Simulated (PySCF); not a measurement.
Structure problem from calculated spectra and properties.

Formula: C6H18BN.

| Quantity | Value |
| --- | --- |
| Valence photoelectron | vertical ionisation energy: 9.15 eV [ΔSCF PBE0/def2-SVPD] |
| UV, first state | lowest singlet excitation: 6.77 eV (183 nm, f = 0.046 summed over 2 states within 0.01 eV) [TDDFT PBE0/def2-SVPD] |
| 1H NMR | chemical shifts (computed TMS as zero) by class: 2.21 (9 H), -0.25 (9 H) ppm [GIAO B97-2/pcSseg-1] |
| Polarisability | 100.0 au [PBE0/def2-SVPD] |
| Dipole | 4.45 D [PBE0/def2-SVPD] |
| 13C NMR | chemical shifts (computed TMS as zero) by class: 47.4 (3 C), 7.7 (3 C) ppm [GIAO B97-2/pcSseg-1] |
| Rotational structure | rotational constants A, B, C: 2.223, 1.596, 1.595 GHz [PBE0-D3(BJ)/def2-SVP] |

The electronic properties come from PySCF, for the isolated species, density fitting. Levels stand in brackets. Isolated species at its PBE0-D3(BJ)/def2-SVP geometry, gas phase. Each NMR value is the plain mean over a class of atoms that symmetry, rotation or inversion makes alike.

Q: What is the compound? Reason from the data.

A: Numbering: `[CH3:1][B-:2]([CH3:3])([CH3:4])[N+:5]([CH3:6])([CH3:7])[CH3:8]`. 6 carbons fall into 2 classes; from least to most shielded: N-methyl carbon [C6/C7/C8] (47.4 ppm, 3 C), sp3 carbon bound to boron [C1/C3/C4] (7.7 ppm, 3 C). Hydrogen classes from least to most shielded: 9 H on 3 N-methyl carbons, C6/C7/C8 (2.21 ppm, a mean of values up to 1.3 ppm apart in this geometry), 9 H on 3 like atoms (sp3 carbon bound to boron), C1/C3/C4 (-0.25 ppm). The optimised geometry has point group C3 and is a prolate symmetric top (the spread among constants that symmetry makes equal is optimisation noise). Structure: `C[B-](C)([N+](C)(C)C)C` (trimethylamine trimethylborane). The assignments are read from this structure; whether some other isomer fits the data as well wasn't checked.

The values belong to the conformer `[CH3:1][B-:2]([CH3:3])([CH3:4])[N+:5]([CH3:6])([CH3:7])[CH3:8]`: C1–B2–N5–C6 168°.
